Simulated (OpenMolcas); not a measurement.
Ru4+ among 6 point charges of -1.7 e arranged as a tetragonal octahedron (D4h), 1.97 Å from the ion, with the axial distance 2.187 Å.

| Item | Value |
| --- | --- |
| Program | OpenMolcas 26.06 |
| Method | SS-CASPT2, IPEA 0.25 Eh, imaginary shift 0.1 Eh (closed shells correlated: 4s 4p) |
| Basis | ANO-RCC-VDZP [6s5p3d1f] |
| Scalar Hamiltonian | DKH2, point nucleus |
| Active space | 4 electrons in 5 orbitals (4d) |
| State averaging | 2S+1 = 5 even, 5 roots; 2S+1 = 3 even, 45 roots; 2S+1 = 1 even, 50 roots |
| Spin-orbit coupling | state interaction with AMFI integrals over the reference wave functions |

(1) What is the spin-free ground state (labels of D4, the rotations of D4h)?

(2) Where is the first state of the same spin?

(3) What are the lowest two levels with spin-orbit coupling?

(4) What is χT at 300 K, and how does it compare with the textbook value?

Answers

(1) 5B1, 1-fold in its orbital part, 100 % from free-ion D terms; it has the highest spin that d4 allows.

(2) 5A1 at 5210 cm-1 above the ground state.

(3) A 1-fold level A1, then a 1-fold level A2 21 cm-1 above it. Their leading multiplicities are 5 (98 %) and 5 (98 %).

(4) The lowest level has 2S+1 = 5, for which the spin-only value is χT = S(S+1) / 2 = 3.000 cm3 K/mol (g = 2). The computed 2.241 at 300 K differs by -0.759, through orbital momentum, spin-orbit coupling and any other state in reach.

Point charges give a weaker field than real ligands, and real ions of this kind are as a rule low spin; the high spin found here belongs to the model. Free-ion shares, where given, are those of the reference states; single-state CASPT2 does not remix them. This is an electrostatic model: the charges have no orbitals. No measured value stands beside these numbers.
